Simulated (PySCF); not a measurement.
## Xenon: a sound run and one with changed settings

Sound run: Xe [Xe], Xe+ [Kr] 4d10 5s2 5p5. Computed with PySCF 2.14 in cc-pVDZ-PP with ECP28MDF (4s3p2d, 23 functions), with scalar relativity through the core potential. In the sound run the correlated levels freeze 4s2 4p6 4d10 outside the core potential. The sound run starts from symmetry-adapted Hartree-Fock orbitals and uses a fine grid where one is needed.

Changed run: a valence shell is frozen. This setting is unsound on purpose.

| species | method | sound run (hartree) | changed run (hartree) | converged |
| --- | --- | --- | --- | --- |
| Xe | MP2 | -328.39019 | -328.37222 | yes |
| Xe | CCSD(T) | -328.39975 | -328.38079 | yes |
| Xe+ | MP2 | -327.94329 | -327.91901 | yes |
| Xe+ | CCSD(T) | -327.95625 | -327.92798 | yes |

Ionisation energy of Xe:

```
 method  sound run (eV)  changed run (eV)
    UHF          11.590            11.590
    MP2          12.161            12.332
SCS-MP2          12.095            12.298
   CCSD          12.069            12.320
CCSD(T)          12.068            12.322
```

Freezing a valence shell removes pair correlation that changes on ionisation.

For comparison, NIST gives 12.130 eV between the lowest levels.
